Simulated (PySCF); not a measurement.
**Dipole response of O³⁺ (oxygen, charge +3)**

[He] 2s2 2p1, 2P determinant. Computed with PySCF 2.14 in aug-cc-pVQZ with one added diffuse shell each of s, p, d, f, g type (7s6p5d4f3g, 105 functions), with no relativity, point nucleus. Coupled (time-dependent) response in atomic units; α is the mean over directions.

| method | mean α (bohr³) | α xx, yy, zz | C₆ (like pair) | S(−4) |
| --- | --- | --- | --- | --- |
| UHF | 1.420 | 1.499, 1.263, 1.499 | 1.330 | 3.034 |
| PBE | 1.351 | 1.434, 1.186, 1.434 | 1.261 | 2.392 |
| PBE0 | 1.362 | 1.445, 1.195, 1.445 | 1.273 | 2.460 |
| BHandHLYP | 1.371 | 1.458, 1.198, 1.458 | 1.278 | 2.541 |
| r2SCAN0 | 1.387 | 1.466, 1.229, 1.466 | 1.334 | 2.425 |

S(−4) is the Cauchy moment in α(ω) = α(0) + S(−4) ω² + …

α(iu) at PBE0:

| u (hartree) | α(iu) (bohr³) |
| --- | --- |
| 0 | 1.362 |
| 0.0500 | 1.356 |
| 0.100 | 1.338 |
| 0.200 | 1.273 |
| 0.300 | 1.182 |
| 0.500 | 0.9791 |
| 0.750 | 0.7610 |
| 1.00 | 0.6030 |
| 1.50 | 0.4088 |
| 2.00 | 0.2983 |
| 3.00 | 0.1800 |
| 5.00 | 0.08606 |

A single London oscillator, α(iu) = α/(1 + u²/ω²), gives C₆ = (3/4) ω α². Matching the computed C₆ needs ω = 4 × 1.273 / (3 × 1.362²) = 0.915 hartree.

For an ion, C₆ is the dispersion term alone; charge-induced terms of lower order in 1/R come first.

The components differ because the open shell of this determinant is not spherical; for a pure term their mean is the scalar polarisability.
